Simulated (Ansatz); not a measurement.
Cost and result up the ladder for (BeO)6 prism (Be₆O₆) (12 atoms). The state is a singlet with charge 0. Geometry: PBE-D4/def2-SVP.

```
atom   x (Å)   y (Å)   z (Å)
 Be1   0.709  -1.186   0.903
  O2   0.007  -1.864  -0.333
 Be3  -1.117  -0.882  -0.836
  O4  -1.874   0.269  -0.072
 Be5  -0.963   0.710   1.135
  O6   0.180  -0.073   1.884
 Be7   1.117   0.882   0.836
  O8   1.874  -0.269   0.072
 Be9   0.963  -0.710  -1.135
 O10  -0.180   0.073  -1.884
Be11  -0.709   1.186  -0.903
 O12  -0.007   1.864   0.333
```

Ansatz on 4 threads of Arm Neoverse V2 on a shared host. Times are rough, and most runs start from the orbitals of an earlier one. ωB97X-V/def2-TZVP serves as the yardstick here, not as an exact answer. Differences are given only for rows in sets of like size (and for xTB, whose basis is part of the method), since another set adds its own error. Binding counts from free atoms at the same level (Be singlet, O triplet; other spins of the atoms weren't run), without zero-point energy or a counterpoise term.

B3LYP takes the VWN-RPA correlation. Correlated methods freeze 6 core orbitals. The rows differ in basis, and correlated rows in double-zeta sets carry the largest basis error.

Correlated methods converge slowly with the basis, most of all in double-zeta sets.

| level | functions | wall time | binding energy per atom (eV) | difference from ωB97X-V/def2-TZVP (eV) |
| --- | --- | --- | --- | --- |
| HF/STO-3G | 60 | 0.25 s | 3.96 | – |
| HF/6-31G | 108 | 0.6 s | 3.49 | – |
| PBE-D4/def2-SVP | 138 | 1.8 s | 5.32 | – |
| B3LYP-D4/6-31G | 108 | 1.9 s | 4.96 | – |
| PBE0-D4/def2-SVP | 138 | 2.5 s | 5.11 | – |
| PBE-D4/def2-TZVP | 300 | 3.7 s | 5.29 | 0.19 |
| B3LYP-D4/def2-TZVP | 300 | 6 s | 5.12 | 0.01 |
| MP2/def2-TZVP | 300 | 7.5 s | 5.20 | 0.09 |
| r2SCAN-D4/def2-TZVP | 300 | 8.5 s | 5.25 | 0.14 |
| r2SCAN0-D4/def2-TZVP | 300 | 10 s | 5.08 | -0.02 |
| PBE0-D4/def2-TZVP (with forces) | 300 | 12 s | 5.12 | 0.01 |
| RPA@PBE/def2-TZVP | 300 | 13 s | 4.48 | -0.63 |
| ωB97X-V/def2-TZVP | 300 | 16 s | 5.11 | 0.00 |
| CCSD(T)/def2-SVP | 138 | 53 s | 4.48 | – |
